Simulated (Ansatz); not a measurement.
Relaxation of TePb₃Cl₄ with RKS r2SCAN-D4/def2-SVP.

```sh
$ ansatz run in.yaml --threads 4 --pin off --events-out ev --progress --plain --max-ram 8704MiB
```

```yaml
crystal:
  periodic: [false, false, false]
  atoms:
    - {symbol: Pb, position_ang: [0.195370, 0.107800, 2.161020]}
    - {symbol: Pb, position_ang: [1.399190, 1.069630, -1.272830]}
    - {symbol: Pb, position_ang: [-1.645520, -1.103700, -0.885730]}
    - {symbol: Te, position_ang: [-1.145520, 1.617050, 0.050860]}
    - {symbol: Cl, position_ang: [-0.214370, -0.244230, -3.100670]}
    - {symbol: Cl, position_ang: [-1.944940, -1.619970, 1.817410]}
    - {symbol: Cl, position_ang: [2.423770, 1.490900, 1.269160]}
    - {symbol: Cl, position_ang: [0.932010, -1.317480, -0.039210]}
basis:
  gaussian: {orbitals: def2-SVP}
hamiltonian: {xc: r2scan, dispersion: d4}
scf: {lower_state_search: "off"}
output: {orbitals: {seedname: orbitals}}
relax: {f_tol: 0.02, max_steps: 100}
```

Run time 52 s (4 threads of Arm Neoverse N1 on a shared host).

Positions (Å) and forces (eV/Å) at steps 1, 2, 3, 4, 5 of 5:

```xyz
8
step=1 energy=-73131.4128 eV
Pb    0.195    0.108    2.161    0.039    0.139    1.064
Pb    1.399    1.070   -1.273    0.626    0.597   -0.611
Pb   -1.646   -1.104   -0.886   -0.876   -0.456   -0.446
Te   -1.146    1.617    0.051   -0.796    1.121    0.032
Cl   -0.214   -0.244   -3.101    0.011   -0.083   -0.380
Cl   -1.945   -1.620    1.817   -0.206   -0.257    0.233
Cl    2.424    1.491    1.269    0.338    0.131    0.153
Cl    0.932   -1.317   -0.039    0.864   -1.192   -0.044
8
step=2 energy=-73131.5445 eV
Pb    0.193    0.134    2.283   -0.160    0.079   -0.807
Pb    1.464    1.148   -1.343   -0.606   -0.283    0.480
Pb   -1.753   -1.147   -0.936    0.536    0.534    0.338
Te   -1.261    1.779    0.055    0.504   -0.712   -0.021
Cl   -0.201   -0.271   -3.148    0.013    0.006    0.168
Cl   -1.959   -1.668    1.845    0.111    0.082   -0.100
Cl    2.477    1.491    1.288   -0.127   -0.086   -0.067
Cl    1.039   -1.467   -0.045   -0.271    0.380    0.010
8
step=3 energy=-73131.6496 eV
Pb    0.156    0.159    2.138    0.068   -0.028    0.388
Pb    1.348    1.108   -1.256    0.285    0.146   -0.231
Pb   -1.666   -1.040   -0.876   -0.264   -0.245   -0.163
Te   -1.273    1.797    0.055    0.010   -0.014    0.000
Cl   -0.173   -0.312   -3.150   -0.020    0.038    0.059
Cl   -1.928   -1.710    1.845    0.012    0.064   -0.032
Cl    2.508    1.449    1.287   -0.068    0.006   -0.023
Cl    1.029   -1.452   -0.045   -0.024    0.034    0.003
8
step=4 energy=-73131.6905 eV
Pb    0.173    0.144    2.189    0.026   -0.014    0.134
Pb    1.394    1.116   -1.286    0.102    0.047   -0.079
Pb   -1.692   -1.083   -0.897   -0.088   -0.089   -0.056
Te   -1.227    1.731    0.053   -0.079    0.111    0.003
Cl   -0.193   -0.282   -3.135   -0.005    0.002   -0.021
Cl   -1.941   -1.674    1.837   -0.015   -0.007    0.012
Cl    2.476    1.473    1.282    0.014    0.014    0.008
Cl    1.009   -1.423   -0.044    0.045   -0.063   -0.002
8
step=5 energy=-73131.6936 eV
Pb    0.178    0.139    2.202   -0.001   -0.001   -0.006
Pb    1.406    1.117   -1.294   -0.004   -0.004    0.004
Pb   -1.698   -1.095   -0.903    0.005    0.003    0.002
Te   -1.226    1.730    0.053   -0.005    0.007    0.000
Cl   -0.199   -0.275   -3.139    0.002   -0.001    0.013
Cl   -1.949   -1.668    1.840    0.009    0.004   -0.007
Cl    2.474    1.483    1.285   -0.008   -0.008   -0.006
Cl    1.014   -1.431   -0.044    0.001   -0.001    0.000
```

In the def2 sets Pb, Te take a core potential; there is no spin–orbit coupling. The structure comes from a short search, and lower isomers may exist.
